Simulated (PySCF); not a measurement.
A structure optimised at PBE-D3(BJ)/def2-SVP, used in a PySCF frequency run:

```
C
F 1 1.3881
H 1 1.1151 2 107.97
C 1 1.5170 3 111.12 2 120.38
H 4 1.1063 1 109.91 3 -61.53
H 4 1.1072 5 108.97 1 120.19
H 4 1.1085 5 108.42 6 118.15
C 1 1.5287 3 106.84 2 -116.44
F 8 1.3629 1 110.13 3 59.44
F 8 1.3669 9 108.21 1 -120.75
H 8 1.1169 9 108.62 10 -117.41
```

Write its SMILES and formula.

C[C@@H](F)C(F)F, C₃H₅F₃

What are its rotational constants (standard atomic weights)?

4.9083, 2.8561, 2.3600 GHz
